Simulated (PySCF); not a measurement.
## Static response to an electric field

Compound: C4H5FN2.
Cartesian coordinates in Å at the GFN2-xTB level; atoms count from 1:
```
atom  x, y, z in Å
C1    -1.8252   -0.2792    0.0790
N2    -0.3951   -0.1718    0.0202
N3     0.3946   -1.2383    0.1391
C4     1.6335   -0.7975    0.0599
C5     1.6753    0.5940   -0.1144
C6     0.3479    0.9414   -0.1304
F7    -0.2456    2.1278   -0.2708
H8    -2.1374   -1.1510   -0.4938
H9    -2.1563   -0.3997    1.1126
H10   -2.2702    0.6216   -0.3399
H11    2.4545   -1.4822    0.1267
H12    2.5251    1.2341   -0.2140
```

Level: PBE0/def2-SVPD (PySCF), static field, nuclei fixed, core orbitals frozen in the response. The polarisability tensor in these axes (au):

```
x   74.37  0.02 -1.12
y    0.02 61.87 -2.63
z   -1.12 -2.63 41.30
```

Problem. Diagonalise the tensor; give its mean and Δα, where Δα² is half the sum of the squared differences of the eigenvalues.

Solution. Principal values 40.93, 62.19 and 74.41 au; mean 59.18 au = 8.77 Å³ = 9.76 × 10⁻⁴⁰ C²·m²/J; Δα = 29.35 au (50 % of the mean).

Problem. What is the dipole moment, and where does it point?

Solution. (-0.85, 0.68, -0.08) D, 1.09 D in size, pointing from the negative to the positive side. Measured along this direction, the outermost atoms are H11 at the negative end and H10 at the positive end.

Problem. Molar refractivity from α?

Solution. Lorentz–Lorenz: R = (4π/3)N_A α = 2.5225 cm³/(mol·Å³) × 8.77 Å³ = 22.1 cm³/mol, in the limit of long wavelengths.

Problem. Form Σ f/ω² (atomic units) for the 6 lowest TDDFT singlets, given as eV and f, and set it beside the mean polarisability, which is this sum over all singlets: 6.61, 0.0049; 6.77, 0.0684; 6.97, 0.0132; 7.00, 0.0178; 7.11, 0.0956; 7.45, 0.0003.

Solution. They add up to 3.07 au, 5.2 % of the 59.18 au; the largest single term is 1.40 au, from the state at 7.11 eV. Terms in order: 0.08, 1.11, 0.20, 0.27, 1.40, 0.00 au. Higher excitations give the rest. The strengths listed sum to 0.200.

Problem. Find the Langevin capture rate constant for H3+ (3.023 u) meeting this molecule (100.044 u), k = 2.342 × 10⁻⁹ cm³/s × √(α in Å³ / reduced mass in u).

Solution. The reduced mass is 2.93 u, so k = 4.05 × 10⁻⁹ cm³/s. The formula leaves out the permanent dipole, which adds to the capture rate.

Problem. How large is μ²/3kT at 350 K beside α?

Solution. In Gaussian units μ²/3kT = 8.19 Å³ against 8.77 Å³, a ratio of 0.93; the Debye molar polarisation (4π/3)N_A(α + μ²/3kT) is 42.8 cm³/mol, leaving out the vibrational part.

Problem. Give the eigenvalues of the traceless quadrupole moment Θ = ½Σq(3rr − r²1), origin at the centre of nuclear charge.

Solution. -8.49, -2.64, 11.13 D·Å. The values depend on the origin, since the dipole doesn't vanish. The electronic extent ⟨r²⟩ about the same centre is 629 bohr², a root-mean-square distance of 1.84 Å for the 52 electrons.

Geometry: GFN2-xTB; no solvent, vibrations or thermal averaging. GFN2-xTB frequencies show an imaginary mode (49i cm⁻¹), so this geometry is no minimum at that level.
